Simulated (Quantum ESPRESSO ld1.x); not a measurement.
Species: Te IV. Configuration: [Kr] 4d10 5s2 5p1 (the NIST ground configuration). Method: scalar-relativistic Kohn-Sham, PBE, spin-unpolarised, spherical densities, point nucleus; computed with ld1.x of Quantum ESPRESSO 7.5.

Normalised radial functions P(r) = r R(r), r in bohr:

| r | 4s | 4p | 4f |
|---|---|---|---|
| 0.002047 | 0.1123 | 0.0041 | 0.0000 |
| 0.002775 | 0.1427 | 0.0070 | 0.0000 |
| 0.00373 | 0.1776 | 0.0117 | 0.0000 |
| 0.005056 | 0.2175 | 0.0199 | 0.0000 |
| 0.006852 | 0.2583 | 0.0335 | 0.0000 |
| 0.009212 | 0.2923 | 0.0551 | 0.0000 |
| 0.01248 | 0.3097 | 0.0900 | 0.0000 |
| 0.01679 | 0.2932 | 0.1414 | 0.0000 |
| 0.02275 | 0.2210 | 0.2157 | 0.0000 |
| 0.03083 | 0.0758 | 0.3102 | 0.0001 |
| 0.04145 | -0.1323 | 0.4064 | 0.0004 |
| 0.05618 | -0.3651 | 0.4697 | 0.0010 |
| 0.07553 | -0.5023 | 0.4322 | 0.0026 |
| 0.1024 | -0.4041 | 0.2213 | 0.0067 |
| 0.1387 | 0.0045 | -0.1681 | 0.0158 |
| 0.1865 | 0.5299 | -0.5703 | 0.0336 |
| 0.2528 | 0.7616 | -0.6979 | 0.0662 |
| 0.3426 | 0.3078 | -0.2829 | 0.1166 |
| 0.4606 | -0.6035 | 0.5084 | 0.1811 |
| 0.6242 | -1.2882 | 1.1696 | 0.2544 |
| 0.8393 | -1.2198 | 1.2184 | 0.3205 |
| 1.137 | -0.6733 | 0.7767 | 0.3804 |
| 1.542 | -0.2184 | 0.3099 | 0.4422 |
| 2.073 | -0.0407 | 0.0765 | 0.5022 |
| 2.809 | -0.0034 | 0.0095 | 0.5254 |
| 3.807 | -0.0001 | 0.0005 | 0.4623 |
| 5.118 | 0.0000 | 0.0000 | 0.3038 |
| 6.936 | 0.0000 | 0.0000 | 0.1281 |
| 9.326 | 0.0000 | 0.0000 | 0.0320 |
| 12.64 | 0.0000 | 0.0000 | 0.0036 |

4s: eigenvalue -195.27 eV, 3 radial nodes at r = 0.0347, 0.138, 0.381 bohr, <r> = 0.764 bohr, 90 % of the charge inside 1.10 bohr. 4p: eigenvalue -145.26 eV, 2 radial nodes at r = 0.123, 0.384 bohr, <r> = 0.820 bohr, 90 % of the charge inside 1.20 bohr. 4f (empty): eigenvalue -11.770 eV, 0 radial nodes, <r> = 3.13 bohr, 90 % of the charge inside 5.09 bohr.
